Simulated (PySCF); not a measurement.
**Si: excitation energy**

Si [Ne] 3s2 3p2 (3P) → Si [Ne] 3s1 3p3 (5S), as a difference of total energies. All numbers are calculated (PySCF 2.14, scalar relativity by spin-free X2C-1e, in x2c-TZVPPall with one added diffuse shell each of s, p, d type (6s6p4d1f, 51 functions)). Correlated levels: valence: [Ne] frozen; valence and next inner shell: 1s2 frozen. The calculations carry no spin-orbit coupling.

| method | excitation energy (eV) |
| --- | --- |
| UHF | 2.665 |
| LDA | 4.345 |
| PBE | 4.258 |
| PBE0 | 4.086 |
| r2SCAN | 3.659 |
| BP86 | 4.295 |
| LC-wPBE | 3.931 |
| wB97M-V | 4.548 |
| BLYP | 4.741 |
| MP2 (valence) | 3.606 |
| SCS-MP2 (valence) | 4.069 |
| MP2 (valence and next inner shell) | 3.767 |
| SCS-MP2 (valence and next inner shell) | 4.192 |

How much does correlation contribute at MP2 (valence and next inner shell)?

3.767 − (2.665) = 1.102 eV, measured against UHF.

A first-order spin-orbit estimate (lowest level to lowest level, LS coupling) adds 0.016 eV.
